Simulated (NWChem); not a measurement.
System: WNHSCl2; SMILES [Cl][W](=[NH])([Cl])=[S]

No frequency run checked for a minimum. def2 effective core potentials on W; no spin-orbit coupling.

Q: Give the equilibrium geometry at PBE0/def2-SVP with def2 effective core potentials on W (NWChem) as a list of bonds and angles, with the point group.

A: point group Cs; any orientation.
Bonds (Å): W1–N2 1.728, W1–S4 2.125, W1–Cl5 2.276, W1–Cl6 2.276, N2–H3 1.017. Angles (°): N2–W1–S4 107.6, N2–W1–Cl5 107.2, N2–W1–Cl6 107.2, S4–W1–Cl5 109.1, S4–W1–Cl6 109.1, Cl5–W1–Cl6 116.2, W1–N2–H3 157.1.
